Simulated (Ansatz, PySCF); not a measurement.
Gas-phase reaction in SMILES: N[SiH3] → [NH][SiH3] + H atom (the H-N bond at the site shown breaks; other sites are not compared here)
Geometries: B3LYP-D3(BJ)/def2-TZVP minima from Ansatz (a quantum-chemistry and plane-wave program). Frequencies are from Ansatz or PySCF.

Quantity: bond dissociation energy (0 K, with B3LYP-D3(BJ) harmonic zero-point energies), in kcal/mol. Valence correlation only, unless marked. Open shells are spin-unrestricted. Spin-orbit coupling is left out. Non-relativistic. CBS marks a two-point X^-3 extrapolation of the correlation energy; Hartree-Fock from the larger set. The bracket is a focal-point correction in the basis named.

Level to compare with: RI-MP2/CBS(aug-cc-pV(T+d)Z,aug-cc-pV(Q+d)Z)+[CCSD(T)-MP2]/aug-cc-pV(T+d)Z (Ansatz), 109.6 kcal/mol. It is a level with limits of its own, and the differences hold the functionals' basis error too.

### Question
Rank these functionals by how close they come to RI-MP2/CBS(aug-cc-pV(T+d)Z,aug-cc-pV(Q+d)Z)+[CCSD(T)-MP2]/aug-cc-pV(T+d)Z, closest first: LC-wPBE/def2-TZVPD (Ansatz); r2SCAN/def2-TZVPD (Ansatz); wB97M-V/def2-TZVPD (Ansatz).

### Answer
wB97M-V/def2-TZVPD (range-separated hybrid meta-GGA with VV10, 107.8 kcal/mol, difference -1.8), LC-wPBE/def2-TZVPD (range-separated hybrid, 105.5 kcal/mol, difference -4.1), r2SCAN/def2-TZVPD (meta-GGA, 102.9 kcal/mol, difference -6.7)
